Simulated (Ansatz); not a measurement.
`O[SiH2]B(O)F` and `OB(F)[SiH2]Br` differ in one atom or group.

Ansatz, PBE0-D4/def2-TZVP geometries, multiplicity 1. Each molecule was computed in one conformer, which needn't be the lowest.

Scalar relativity is left out up to krypton.

| property | `O[SiH2]B(O)F` |
| --- | --- |
| LUMO energy (PBE0/def2-TZVPP) / eV | -0.54 |
| HOMO energy (ωB97M-V/def2-TZVPP) / eV | -10.44 |
| HOMO energy (PBE0/def2-TZVPP) / eV | -8.21 |
| size of the dipole moment (PBE/def2-TZVPP) / D | 2.22 |
| LUMO energy (PBE/def2-TZVPP) / eV | -1.48 |
| HOMO–LUMO gap (ωB97M-V/def2-TZVPP) / eV | 11.89 |

(1) What does the change do to each property? (Best estimate.)

Answers

(1) Computed: 
| property | `OB(F)[SiH2]Br` | shift |
| --- | --- | --- |
| LUMO energy (PBE0/def2-TZVPP) / eV | -0.98 | -0.44 |
| HOMO energy (ωB97M-V/def2-TZVPP) / eV | -10.56 | -0.12 |
| HOMO energy (PBE0/def2-TZVPP) / eV | -8.42 | -0.21 |
| size of the dipole moment (PBE/def2-TZVPP) / D | 0.82 | -1.40 |
| LUMO energy (PBE/def2-TZVPP) / eV | -1.88 | -0.40 |
| HOMO–LUMO gap (ωB97M-V/def2-TZVPP) / eV | 11.57 | -0.32 |

With PBE0 the HOMO falls by 0.21 eV and the LUMO falls by 0.44 eV, so the gap narrows by about 0.23 eV. PBE moves the HOMO by -0.32 eV and ωB97M-V by -0.12 eV. The zero-point energy changes by -32.7 kJ/mol with -3 modes. Dipoles are sizes alone; their direction can turn.

Spin–orbit coupling is left out; it splits and shifts lone-pair levels of the heavy atoms by tenths of an eV.
